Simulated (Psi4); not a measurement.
AlI3, singlet, at a GFN2-xTB geometry (such geometries of metal compounds can be far from the true shape) (core potentials on I), with bond 3-1 at 1.25 times its length; Psi4 with HF/def2-SV(P).

The Psi4 input:
```
memory 2 GB

molecule {
0 1
  Al   -0.00000000   -0.00000000   -0.00000000
  I    -2.05711704   -1.44131268   -0.05276184
  I     0.00824266    2.77883454   -1.46299320
  I     2.05052292   -0.78175495    1.22315640
}

set basis def2-sv(p)
set reference uhf
set stability_analysis follow
set scf_type pk

energy('scf')
print_variables()
```

Q: What does Psi4 print? Leave out banner, timings and long lists.

A: 
```
   => Loading Basis Set <=

    Name: DEF2-SV(P)
    Role: ORBITAL
    Keyword: BASIS

    !!!  WARNING: ECP capability is in beta. Please check occupations closely.  !!!

         ---------------------------------------------------------
                                   SCF
               by Justin Turney, Rob Parrish, Andy Simmonett
                          and Daniel G. A. Smith
                              UHF Reference
         ---------------------------------------------------------

  ==> Geometry <==

    Molecular point group: cs
    Full point group: Cs

    Geometry (in Angstrom), charge = 0, multiplicity = 1:

       Center              X                  Y                   Z               Mass
    ------------   -----------------  -----------------  -----------------  -----------------
         AL          -0.195505895798     0.000543610006     0.000000000000    26.981538530000
         I           -1.445625736225     2.179785898995     0.000000000000   126.904471900000
         I            2.944917992390    -0.008188393519     0.000000000000   126.904471900000
         I           -1.457725164152    -2.171713084022     0.000000000000   126.904471900000

  Running in cs symmetry.

  Rotational constants: A =      0.01403  B =      0.01030  C =      0.00594 [cm^-1]
  Rotational constants: A =    420.61924  B =    308.81783  C =    178.07530 [MHz]
  Nuclear repulsion =  402.520790974941406

  Charge       = 0
  Multiplicity = 1
  Electrons    = 88
  Nalpha       = 44
  Nbeta        = 44

  ==> Algorithm <==

  SCF Algorithm Type is PK.
  DIIS enabled.
  MOM disabled.
  Fractional occupation disabled.
  Guess Type is SAD.
  Energy threshold   = 1.00e-06
  Density threshold  = 1.00e-06
  Integral threshold = 1.00e-12

  ==> Primary Basis <==

  Basis Set: DEF2-SV(P)
    Blend: DEF2-SV(P)
    Number of shells: 38
    Number of basis functions: 96
    Number of Cartesian functions: 103
    Spherical Harmonics?: true
    Max angular momentum: 2

  Core potential: DEF2-SV(P)
    Number of shells: 12
    Number of ECP primitives: 87
    Number of ECP core electrons: 84
    Max angular momentum: 3

  ==> Integral Setup <==

  Using in-core PK algorithm.
   Calculation information:
      Number of atoms:                   4
      Number of AO shells:              38
      Number of primitives:             87
      Number of atomic orbitals:       103
      Number of basis functions:        96

      Integral cutoff                 1.00e-12
      Number of threads:                 1

  Performing in-core PK
  Using 21682992 doubles for integral storage.
  We computed 200242 shell quartets total.
  Whereas there are 274911 unique shell quartets.

  ==> DiskJK: Disk-Based J/K Matrices <==

    J tasked:                  Yes
    K tasked:                  Yes
    wK tasked:                  No
    Schwarz Cutoff:          1E-12

  Minimum eigenvalue in the overlap matrix is 1.9387781381E-02.
  Reciprocal condition number of the overlap matrix is 5.4739118612E-03.
    Using symmetric orthogonalization.

  ==> Pre-Iterations <==

  SCF Guess: Superposition of Atomic Densities via on-the-fly atomic UHF (no occupation information).

   -------------------------
    Irrep   Nso     Nmo
   -------------------------
     A'        67      67
     A"        29      29
   -------------------------
    Total      96      96
   -------------------------

  ==> Iterations <==

                        Total Energy        Delta E     RMS |[F,P]|

   @UHF iter SAD: -1121.27690128367681   -1.12128e+03   0.00000e+00
   @UHF iter   1: -1131.72818319422686   -1.04513e+01   8.09892e-03 DIIS/ADIIS
   @UHF iter   2: -1131.91552449733376   -1.87341e-01   3.56435e-03 DIIS/ADIIS
   @UHF iter   3: -1131.94374511666388   -2.82206e-02   5.24864e-04 DIIS/ADIIS
   @UHF iter   4: -1131.94491158398068   -1.16647e-03   1.88634e-04 DIIS/ADIIS
   @UHF iter   5: -1131.94511330815817   -2.01724e-04   4.11720e-05 DIIS
   @UHF iter   6: -1131.94512602635291   -1.27182e-05   8.36586e-06 DIIS
   @UHF iter   7: -1131.94512676853560   -7.42183e-07   3.53285e-06 DIIS
   @UHF iter   8: -1131.94512691086061   -1.42325e-07   1.01997e-06 DIIS
   @UHF iter   9: -1131.94512693109664   -2.02360e-08   1.87086e-07 DIIS
  Energy and wave function converged.

    Wavefunction stable under totally symmetric rotations.
    Lowest totally symmetric eigenvalue: 0.019544
    Lowest UHF->UHF stability eigenvalues:
      Ap 0.019544       App 0.083606

    Stability analysis over.

  ==> Post-Iterations <==

   @Spin Contamination Metric:  -7.105427358E-14
   @S^2 Expected:                0.000000000E+00
   @S^2 Observed:               -7.105427358E-14
   @S   Expected:                0.000000000E+00
   @S   Observed:                0.000000000E+00

    Orbital Energies [Eh]
    ---------------------

    Alpha Occupied:

[...]
    Alpha Virtual:

[...]
      67Ap    56.577710

    Beta Occupied:

[...]
    Beta Virtual:

[...]
      67Ap    56.577710

    Final Occupation by Irrep:
             Ap   App
    DOCC [    31,   13 ]
    SOCC [     0,    0 ]
    NA   [    31,   13 ]
    NB   [    31,   13 ]

  @UHF Final Energy: -1131.94512693109664

   => Energetics <=

    Nuclear Repulsion Energy =            402.5207909749414057
    One-Electron Energy =               -2692.5797878297707939
    Two-Electron Energy =                1158.1138699237326364
    Total Energy =                      -1131.9451269310966381

  UHF NO Occupations:
  HONO-2 :   29 Ap 2.0000000
  HONO-1 :   30 Ap 2.0000000
  HONO-0 :   31 Ap 2.0000000
  LUNO+0 :   32 Ap 0.0000000
  LUNO+1 :   33 Ap 0.0000000
  LUNO+2 :   34 Ap 0.0000000
  LUNO+3 :   35 Ap 0.0000000

Computation Completed

Properties will be evaluated at   0.000000,   0.000000,   0.000000 [a0]

Properties computed using the SCF density matrix

 Multipole Moments:

 ------------------------------------------------------------------------------------
     Multipole            Electronic (a.u.)      Nuclear  (a.u.)        Total (a.u.)
 ------------------------------------------------------------------------------------

 L = 1.  Multiply by 2.5417464519 to convert [e a0] to [Debye]
 Dipole X            :          1.6238130           -2.8391233           -1.2153103
 Dipole Y            :         -0.0045157            0.0078943            0.0033786
 Dipole Z            :          0.0000000            0.0000000            0.0000000
 Magnitude           :                                                    1.2153150

 ------------------------------------------------------------------------------------

  Variable Map:
  ----------------------------------------------------------------------------
[...]
[...]
```
